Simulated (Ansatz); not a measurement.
Ansatz results at the PBE0-D4/def2-TZVP geometry: LUMO energy (ωB97M-V/def2-TZVPP) 2.07 eV; HOMO energy (PBE/def2-TZVPP) -6.79 eV; HOMO energy (B3LYP/def2-TZVPP) -7.84 eV.

Each molecule was computed in one conformer, which needn't be the lowest.

**Question.** Which molecule gave them?
A. `CN(C)B[SiH3]`
B. `C=N/C([SiH3])=C\O`
C. `CBN[SiH2]C`
D. `C1NC[SiH2]1`

**Answer.** C. The others give `C1NC[SiH2]1`: 1.82, -5.13, -6.31; `CN(C)B[SiH3]`: 1.31, -6.45, -7.44; `C=N/C([SiH3])=C\O`: 1.47, -5.11, -6.08.

B3LYP here is the variant with VWN-RPA as its local correlation; programs differ in this.
